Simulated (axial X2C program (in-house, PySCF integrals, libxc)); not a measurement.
# PbN at several levels of theory

Calculated with an in-house all-electron X2C program for linear molecules (integrals from PySCF). Spin-free means the one-electron spin-free X2C Hamiltonian; two-component (2c) means X2C with spin–orbit coupling and atomic mean-field two-electron Coulomb and Gaunt terms, so the difference of the two also holds small scalar two-electron terms. Basis: Pb dyall-cv3z [12s14p10d7f1g], N dyall-av3z [7s7p3d2f] (cores contracted in-house); Gaussian nuclei, density fitting, unrestricted open shells. Masses: Pb 207.977 u, N 14.003 u.

State, spin-free: M_S = 1/2, Λ = 1 (beyond evenly filled blocks: π+α, π+β, π-α); electrons by block: σα: 17, σβ: 17, π+α: 9, π+β: 9, π-α: 9, π-β: 8, δ+α: 4, δ+β: 4, δ-α: 4, δ-β: 4, φ+α: 1, φ+β: 1, φ-α: 1, φ-β: 1. Fragments: Pb + N.

State, 2c: Ω = 3/2 (⟨Sz⟩ = 0.56, ⟨Lz⟩ = 0.94 at PBE0); electrons by block: 1/2: 26, -1/2: 26, 3/2: 13, -3/2: 12, 5/2: 5, -5/2: 5, 7/2: 1, -7/2: 1. Fragments: Pb + N.

```csv
Hamiltonian,level,Re (Å),ωe (cm⁻¹),ωexe (cm⁻¹),Be (cm⁻¹),αe (cm⁻¹),De (eV),μ (D)
spin-free,PBE0,2.052,555.7,5.1,0.3051,0.00342,2.16,-3.72
spin-free,CCSD,2.073,537.2,n/a,0.299,0.00342,1.66,n/a
spin-free,CCSD(T),2.061,572.4,6.1,0.3024,0.0033,1.87,n/a
spin-free,PW91,2.064,598.4,4.4,0.3016,0.00235,2.86,-3.70
2c,PBE0,2.085,491.8,4.52,0.2955,0.00348,1.42,-3.26
2c,PW91,2.083,542.6,5.14,0.2961,0.00288,2.02,-3.40
```

Correlated methods: 9 electrons correlated (number of frozen shells: Pb 5 s, 4 p, 3 d, 1 f; N 1 s), 263 virtual spin orbitals or spinors in MP2, 90 natural virtuals in coupled cluster.

Dipoles are positive if N is the positive end.

Occupations by symmetry block were frozen at the best pattern of an incomplete PBE0 search. De is counted from the lowest determinant-based energies of the atoms at the same level, without counterpoise correction. Density functionals use the spin component along the axis (collinear). CCSD and (T) use frozen natural virtuals with an MP2 correction for the truncation; (T) itself is uncorrected, so its De runs slightly low. Other states lie close and PBE0, whose exact exchange favours high spin, may order them wrongly; the determinant shown need not be the ground state. The nearest other spin-free determinant of the search, M_S = 1/2, Λ = 0, lies 0.30 eV up at the distance of the search. The functionals have no current-density term, which raises determinants with orbital currents, atoms included. At some level and bond length an empty orbital lies below a filled one. The determinant is spin-polarised beyond a pure state at some levels (its spin-free form has ⟨S²⟩ too high), which makes Re and μ there less reliable. The T1 diagnostic is large, a sign of multireference character. With the outer-core shells frozen, correlated bond lengths of heavy atoms tend to come out a few hundredths of an ångström too long.

No reliable constants came from CCSD (2c), CCSD(T) (2c), HF (2c), HF (spin-free), MP2 (2c), MP2 (spin-free): no minimum in range, unconverged points, a curve that is not smooth, a change of character along it, or the two Hamiltonians disagreeing along it.

Rough cost a point (2c) on 1 thread(s) of a shared host, integrals apart: PBE0 3 s, PW91 1.1 s.

The whole task took 4.6 min on 1 thread of Arm Neoverse V1, with other jobs on the host.
